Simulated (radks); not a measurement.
Results of a calculation; reference values are marked as such.
Task: Radial electron density D(r) = 4 pi r^2 rho(r) of an atom or ion with 52 electrons. Level of theory: scalar-relativistic Kohn-Sham, PBE, spin-unpolarised, spherical densities, point nucleus (a radial shooting solver on a logarithmic mesh with Libxc functionals).

| r (bohr) | D(r) (e/bohr) |
|---|---|
| 0.003336 | 19.80 |
| 0.004378 | 28.59 |
| 0.005793 | 40.09 |
| 0.007604 | 52.92 |
| 0.009981 | 65.50 |
| 0.0131 | 74.82 |
| 0.0172 | 77.82 |
| 0.02275 | 73.95 |
| 0.02986 | 68.75 |
| 0.0392 | 71.50 |
| 0.05145 | 86.15 |
| 0.06808 | 101.3 |
| 0.08936 | 97.32 |
| 0.1173 | 79.87 |
| 0.154 | 77.44 |
| 0.2021 | 88.54 |
| 0.2674 | 73.29 |
| 0.3509 | 40.22 |
| 0.4606 | 33.40 |
| 0.6046 | 37.79 |
| 0.8 | 24.74 |
| 1.05 | 11.58 |
| 1.378 | 6.600 |
| 1.809 | 3.003 |
| 2.375 | 0.6249 |
| 3.142 | 0.04172 |
| 4.124 | 0.0007656 |

What is the nuclear charge?

Result: Z = 59. The innermost maximum, from 1s, lies near gamma/Z bohr with gamma = sqrt(1 - (Z/c)^2) = 0.903, here 0.0153 bohr (found: 0.0168), and its height grows with Z. The density is that of the praseodymium ion Pr7+ in [Kr] 4d10 4f1 5s2 5p3; the configuration itself is not fixed sharply by these data, and Z only to a few units. D(r) has 4 maxima, at r = 0.0168, 0.0743, 0.209, 0.576 bohr, and minima at 0.0324, 0.138, 0.422 bohr, inside which lie 1.96, 11.15, 28.98 electrons.
